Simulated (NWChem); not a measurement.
All runs are NWChem calculations. System: SSn, charge 0, spin multiplicity 1, at a geometry optimised with PBE0/def2-SVP with def2 effective core potentials on Sn. The structure started from a generated list of species. Level: RHF/def2-TZVP with def2 effective core potentials on Sn.

The NWChem input:

```
start mol
memory heap 200 mb stack 900 mb global 1100 mb
geometry units angstroms nocenter noautoz
  Sn     0.000000     0.000000     0.538800
  S      0.000000     0.000000    -1.683750
  symmetry group C2v
end
basis spherical
  * library def2-tzvp
end
ecp
  Sn library def2-ecp
end
scf
  rhf
  nopen 0
  maxiter 100
  thresh 1e-7
  semidirect memsize 60000000 filesize 0
end
task scf energy
```

NWChem printed:

```
             Northwest Computational Chemistry Package (NWChem) 7.3.0
             --------------------------------------------------------

                                NWChem Input Module
                                -------------------

 Scaling coordinates for geometry "geometry" by  1.889725989
 (inverse scale =  0.529177249)

 Turning off AUTOSYM since
 SYMMETRY directive was detected!

                             Geometry "geometry" -> ""
                             -------------------------

 Output coordinates in angstroms (scale by  1.889725989 to convert to a.u.)

  No.       Tag          Charge          X              Y              Z
 ---- ---------------- ---------- -------------- -------------- --------------
    1 Sn                  50.0000     0.00000000     0.00000000     0.53880000
    2 S                   16.0000     0.00000000     0.00000000    -1.68375000

 Effective nuclear repulsion energy (a.u.)     190.4757144720

            Nuclear Dipole moment (a.u.)
            ----------------------------
        X                 Y               Z
 ---------------- ---------------- ----------------
     0.0000000000     0.0000000000    -0.0000000000

      Symmetry information
      --------------------

 Group name             C2v
 Group number             16
 Group order               4
 No. of unique centers     2

      Symmetry unique atoms

     1    2


 Summary of "ao basis" -> "" (spherical)
 ------------------------------------------------------------------------------
       Tag                 Description            Shells   Functions and Types
 ---------------- ------------------------------  ------  ---------------------
 *                         def2-tzvp                  on all atoms

 Summary of "ao basis" -> "ao basis" (spherical)
 ------------------------------------------------------------------------------
       Tag                 Description            Shells   Functions and Types
 ---------------- ------------------------------  ------  ---------------------
 Sn                        def2-tzvp                16       50   6s5p3d2f
[...]
  ----- ------------  ---------------      ----- ------------  ---------------
    66      0.450832  2 S  py                69      0.333772  2 S  py
    63      0.199016  2 S  py                17      0.180997  1 Sn py
    57     -0.162191  2 S  py

 Vector   19  Occ=2.000000D+00  E=-3.476287D-01  Symmetry=b1
              MO Center=  1.0D-15,  4.5D-31, -1.3D+00, r^2= 2.2D+00
   Bfn.  Coefficient  Atom+Function         Bfn.  Coefficient  Atom+Function
  ----- ------------  ---------------      ----- ------------  ---------------
    65      0.450832  2 S  px                68      0.333772  2 S  px
    62      0.199016  2 S  px                16      0.180997  1 Sn px
    56     -0.162191  2 S  px

 Vector   20  Occ=0.000000D+00  E= 1.747321D-03  Symmetry=b2
              MO Center= -2.8D-30, -1.0D-16,  4.5D-01, r^2= 5.2D+00
   Bfn.  Coefficient  Atom+Function         Bfn.  Coefficient  Atom+Function
  ----- ------------  ---------------      ----- ------------  ---------------
    20      0.609494  1 Sn py                69     -0.363558  2 S  py
    17      0.352466  1 Sn py                11     -0.262807  1 Sn py
    14      0.221159  1 Sn py                66     -0.167668  2 S  py

 Vector   21  Occ=0.000000D+00  E= 1.747321D-03  Symmetry=b1
              MO Center=  2.0D-15,  7.7D-31,  4.5D-01, r^2= 5.2D+00
   Bfn.  Coefficient  Atom+Function         Bfn.  Coefficient  Atom+Function
  ----- ------------  ---------------      ----- ------------  ---------------
    19      0.609494  1 Sn px                68     -0.363558  2 S  px
    16      0.352466  1 Sn px                10     -0.262807  1 Sn px
    13      0.221159  1 Sn px                65     -0.167668  2 S  px

 Vector   22  Occ=0.000000D+00  E= 9.608432D-02  Symmetry=a1
              MO Center=  3.1D-16,  6.7D-15,  9.4D-01, r^2= 8.7D+00
   Bfn.  Coefficient  Atom+Function         Bfn.  Coefficient  Atom+Function
  ----- ------------  ---------------      ----- ------------  ---------------
    21      1.324038  1 Sn pz                55      0.562467  2 S  s
    18     -0.351989  1 Sn pz                 6     -0.290979  1 Sn s
     5     -0.189388  1 Sn s                 34      0.168380  1 Sn d  0
    70      0.164322  2 S  pz

 center of mass
 --------------
 x =   0.00000000 y =   0.00000000 z =   0.12221077

 moments of inertia (a.u.)
 ------------------
         443.676085356715           0.000000000000           0.000000000000
           0.000000000000         443.676085356715           0.000000000000
           0.000000000000           0.000000000000           0.000000000000

  Mulliken analysis of the total density
  --------------------------------------

    Atom       Charge   Shell Charges
 -----------   ------   -------------------------------------------------------
    1 Sn  22    21.40   0.29 -0.77  1.54  0.95  1.07  0.77 -0.40  6.36  0.50  0.76  0.20  8.95  1.04  0.13  0.02  0.00
    2 S   16    16.60   2.01  0.49  1.48  1.05  0.86  4.18  1.70  0.85  2.36  1.58  0.01  0.04  0.00

       Multipole analysis of the density wrt the origin
       ------------------------------------------------

     L   x y z        total         open         nuclear
     -   - - -        -----         ----         -------
     0   0 0 0      0.000000      0.000000     38.000000

     1   1 0 0      0.000000      0.000000      0.000000
     1   0 1 0      0.000000      0.000000      0.000000
     1   0 0 1      1.677232      0.000000    -28.509162

     2   2 0 0    -27.201432      0.000000      0.000000
     2   1 1 0     -0.000000      0.000000      0.000000
     2   1 0 1      0.000000      0.000000      0.000000
     2   0 2 0    -27.201432      0.000000      0.000000
     2   0 1 1     -0.000000      0.000000      0.000000
     2   0 0 2    -32.696987      0.000000    184.791667

 Task  times  cpu:        1.0s     wall:        1.0s

 Total times  cpu:        1.1s     wall:        1.1s
```
